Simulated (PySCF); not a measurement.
# Exercise with solution: chemical shift, span and skew from a shielding tensor

H4O3SeSi, SMILES O[Si](O)(O)[SeH]. Atoms are numbered in the order given.

```xyz
9

O     -1.0511     1.5892    -1.0251
Si    -0.7898     0.1669    -0.2318
O     -1.5984     0.2405     1.2001
O     -1.2982    -1.0016    -1.2881
Se     1.3334    -0.2621     0.4388
H     -1.0704     1.5310    -1.9851
H     -2.3467     0.8468     1.2071
H     -1.0619    -1.9043    -1.0530
H      1.7815    -0.5253    -0.9382
```
Charge 0, spin multiplicity 1.

The structure is a stationary point at PBE0-D3(BJ)/def2-SVP. The values are those of a single conformer.

GIAO shieldings from PySCF with PBE/pcSseg-1, non-relativistic, no solvent. The symmetric part of the tensor of Si2 has the principal values 316.9, 361.7, 395.0 ppm. The same nucleus in TMS has σ = 335.4 ppm at this level (PySCF, at its B3LYP-D3(BJ)/def2-TZVP geometry).

Problem. Work out the isotropic shielding, the ²⁹Si shift against TMS, the span and the skew.

Solution. 
σ(iso) = (σ11 + σ22 + σ33)/3 = 357.9 ppm. δ = σ(ref) − σ(iso) = 335.4 − (357.9) = -22.5 ppm.
Span Ω = σ33 − σ11 = 78.1 ppm. Skew κ = 3(σ(iso) − σ22)/Ω = -0.15. Tumbling in solution averages the tensor to δ; in a static solid the shielding alone would spread this spin-1/2 line over Ω.
